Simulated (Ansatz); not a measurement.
```xyz
10

C    -0.7356    1.0391    1.0191
Si    0.2725   -0.3931    0.3852
C     0.0065   -1.1591   -1.2295
C     1.0987   -0.3934   -1.2216
H    -1.1511    1.6149    0.1901
H    -0.1191    1.7040    1.6297
H    -1.5595    0.6845    1.6440
H     0.8268   -1.1950    1.5063
H    -0.4925   -1.7733   -1.9699
H     1.8531   -0.1286   -1.9533
```

Charge 0, multiplicity 1.

Question: List the PBE/def2-TZVPP orbital energies in eV (the Gaussian-basis code of Ansatz). (Estimate.)

Answer: Computed: Occupied: -1779.33, -269.03, -269.02, -268.61, -137.06, -93.81, -93.79, -93.76, -19.65, -17.24, -13.23, -12.62, -10.80, -9.95, -9.94, -8.41, -7.58, -6.76, -6.03. Lowest empty: -1.19, -0.14, 0.51, 1.10, 1.72, 1.78, 2.18, 2.28.
